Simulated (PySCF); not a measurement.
GaH3O2Se. Atoms are numbered in the order given.

```xyz
7

Ga    -0.0040     0.7617     0.0000
O     -1.4362     1.8562     0.0000
H     -2.2826     1.3730     0.0000
O      1.6027     1.5684     0.0000
H      1.4937     2.5385     0.0000
Se    -0.0544    -1.5691     0.0000
H      1.4316    -1.5705     0.0000
```
Charge 0, spin multiplicity 1.

Geometry: PBE-D3(BJ)/def2-SVP. The structure was generated by enumeration; whether it is a known compound was not checked. One conformer was computed; it need not be the lowest.

Level of theory: PBE/pcSseg-1 (PySCF).

GIAO shieldings, no solvent; atoms listed in one row are averaged. δ = σ(ref) − σ: ¹⁷O against H2O (σ = 334.3 ppm); ¹H against TMS (σ = 31.49 ppm); ⁷⁷Se against Me2Se (σ = 1634.8 ppm), references at their B3LYP-D3(BJ)/def2-TZVP geometries, non-relativistic.

Computed chemical shifts:
```json
[
 {"nucleus": "¹⁷O", "atoms": "O2", "count": "1", "δ (ppm)": "106.7"},
 {"nucleus": "¹⁷O", "atoms": "O4", "count": "1", "δ (ppm)": "86.2"},
 {"nucleus": "¹H", "atoms": "H3", "count": "1", "δ (ppm)": "3.26"},
 {"nucleus": "¹H", "atoms": "H5", "count": "1", "δ (ppm)": "2.84"},
 {"nucleus": "¹H", "atoms": "H7", "count": "1", "δ (ppm)": "1.42"},
 {"nucleus": "⁷⁷Se", "atoms": "Se6", "count": "1", "δ (ppm)": "-501.6"}
]
```
